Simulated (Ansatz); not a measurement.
Job for Ansatz (a program for electronic structure): U-PBE/cc-pVTZ on FGeH (SMILES [F][GeH]), a point of a bond scan (R = 2.125 Å).

Ansatz 0.2 input:
```yaml
crystal:
  periodic: [false, false, false]
  atoms:
    - {symbol: Ge, position_ang: [-0.11370409, -0.22690637, 0.28076938]}
    - {symbol: H, position_ang: [-0.98451576, -1.05346065, -0.79917524]}
    - {symbol: F, position_ang: [0.63914706, 1.15397654, -1.14754656]}
basis:
  gaussian:
    orbitals: cc-pVTZ
hamiltonian:
  xc: {name: PBE}
magnetization: {spin_polarized: true, initial_magnetization: 0}
```

Output:

```
WARN ansatz: RAYON_NUM_THREADS=1 ignored (pool sized by the plan → 1); use --threads N
Functional definition: PBE
integrals: 0.02 GiB planned
563 factors; their error is unknown
mean field: 0.22 GiB planned
mean field evaluation 1: about -59237.6154 eV, gradient 3.4e1 eV
mean field evaluation 2: about -59048.3787 eV, gradient 1.8e2 eV
mean field evaluation 4: about -59240.5534 eV, gradient 1.6e1 eV
mean field evaluation 8: about -59241.6078 eV, gradient 1.2e-1 eV
mean field evaluation 16: about -59241.5957 eV, gradient 8.1e-6 eV
mean field -59241.59565973 eV, -2177.0884850993 hartree, gradient 8.1e-6 eV, S^2 0.000000; 1 other end points of the search recorded, 0 dependent functions left out
reference -59241.59568725 eV, -2177.0884861106 hartree; 21, 21 occupied and 66, 66 virtual orbitals, 563 factors
Total energy: -59241.59568725 eV, -2177.0884861106 hartree
```

The calculation finished and met its thresholds.

Cost: around 1.2 core-seconds (rough).
